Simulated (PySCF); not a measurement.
Method: PySCF with B3LYP-D3(BJ)/def2-TZVP // PBE0-D3(BJ)/def2-SVP. Gas-phase values, no solvent. One relaxed conformer stands for a flexible species; it need not be the lowest. B3LYP has the VWN-RPA correlation part, as in Gaussian. 

Reference species (SMILES): `COc1cc2scc([SiH3])c2s1` (C–O–C–S torsion 0°) (neutral, multiplicity 1).

| Item | Value |
|---|---|
| HOMO | -5.61 eV |
| LUMO | -0.82 eV |
| HOMO–LUMO gap | 4.79 eV |

Changed species: `c12cc([SiH3])sc2cc(s1)OC` (C–O–C–S torsion 0°).

Q: Predict the effect on the HOMO, LUMO and HOMO–LUMO gap.

A: the HOMO hardly moves; the LUMO decreases by 0.18 eV, to -1.00 eV; the HOMO–LUMO gap decreases by 0.16 eV, to 4.63 eV.
